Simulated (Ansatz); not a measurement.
Molecule: sum formula H$_{8}$Si$_{3}$O$_{4}$, net charge 0, singlet state. SMILES: O[Si](O)(O[SiH3])O[SiH3]
Structure (B3LYP-D3(BJ)/def2-TZVP (Ansatz, a program for electronic structure) minimum search):
```
Si
O 1 1.6193
O 1 1.6193 2 112.13
O 1 1.6346 2 109.99 3 -117.18
H 4 0.9600 1 118.21 2 -49.77
O 1 1.6346 2 105.60 4 -123.03
H 6 0.9600 1 118.21 2 -170.95
Si 3 1.6434 1 142.59 2 -81.52
Si 2 1.6434 1 142.59 3 -81.52
H 9 1.4785 2 107.75 1 158.15
H 8 1.4785 3 107.75 1 158.15
H 9 1.4795 10 109.51 2 -119.63
H 8 1.4795 11 109.51 3 -119.63
H 9 1.4804 10 109.63 12 -120.16
H 8 1.4804 11 109.63 13 -120.16
```
Charge 0, spin multiplicity 1.

Wanted: vertical triplet-singlet gap (E(triplet) - E(singlet); each state is the SCF solution reached for its spin), in kcal/mol. Cores are frozen in the correlated levels unless marked. UHF or UKS for open shells. Spin-orbit coupling is left out. No relativistic terms. 

| level | program | vertical triplet-singlet gap (kcal/mol) |
|---|---|---|
| HF/aug-cc-pV(D+d)Z | Ansatz | 184.4 |
| HF/aug-cc-pV(T+d)Z | Ansatz | 161.8 |
| SVWN5/def2-TZVPD | Ansatz | 137.2 |
| B3LYP/def2-TZVPD | Ansatz | 160.0 |
| PBE0/def2-TZVPD | Ansatz | 162.8 |
| BHLYP/def2-TZVPD | Ansatz | 177.6 |
| wB97X-V/def2-TZVPD | Ansatz | 178.4 |
| MP2/aug-cc-pV(D+d)Z | Ansatz | 181.6 |
| RI-MP2/aug-cc-pV(T+d)Z | Ansatz | 194.5 |
